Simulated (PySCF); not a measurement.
**Low-lying terms of Mg²⁺ (magnesium, charge +2)**

Ground state [Ne], ¹S. Computed with PySCF 2.14 in an even-tempered Gaussian basis (21 s from 0.0192 bohr⁻², ratio 2.5; 14 p from 0.0256 bohr⁻², ratio 2.5; 8 d from 0.0195 bohr⁻², ratio 2.7; 3 f from 4.2 bohr⁻², ratio 2.7), with scalar relativity by spin-free X2C-1e. Vertical excitation energies in eV without spin-orbit coupling; excited terms of each kind are numbered among those the solver found. Frozen: 1s2.

| term | leading excitation | EOM-EE-CCSD |
| --- | --- | --- |
| 1 3P° | 2p → s | 52.573 |
| 1 1P° | 2p → s | 53.201 |
| 1 3S | 2p → p | 57.656 |
| 1 3D | 2p → p | 58.584 |
| 1 1D | 2p → p | 58.940 |
| 1 1P | 2p → p | 59.055 |
| 1 3P | 2p → p | 59.065 |
| 1 1S | 2p → p | 61.185 |
| 2 3P° | 2p → d | 65.564 |
| 1 3F° | 2p → d | 65.756 |
| 1 1F° | 2p → d | 65.828 |
| 1 1D° | 2p → d | 66.005 |
| 1 3D° | 2p → d | 66.021 |
| 2 1P° | 2p → d | 66.108 |
| 2 3S | 2p → p | 69.140 |
| 2 1D | 2p → p | 69.556 |

The solver can miss terms. Rydberg members are limited by the diffuse functions of the basis. The 26 highest virtual orbitals were dropped.
